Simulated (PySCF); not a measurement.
These are PBE-D3(BJ)/def2-TZVP // PBE0-D3(BJ)/def2-TZVP (PySCF 2.14.0) values and carry that method's errors. Gas-phase values, no solvent. One relaxed conformer stands for a flexible species; it need not be the lowest. 

Reference species (SMILES): `[NH2][Ga]([NH2])[NH2]` (neutral, multiplicity 1).

| Property | Result |
|---|---|
| LUMO | -0.67 eV |

Changed species: `[GaH3]` (3 of 3 NH2 replaced by H; the reference has 0 of 3 NH2 replaced by H).

What does the change do to the LUMO?

the LUMO falls by 1.98 eV, to -2.65 eV.
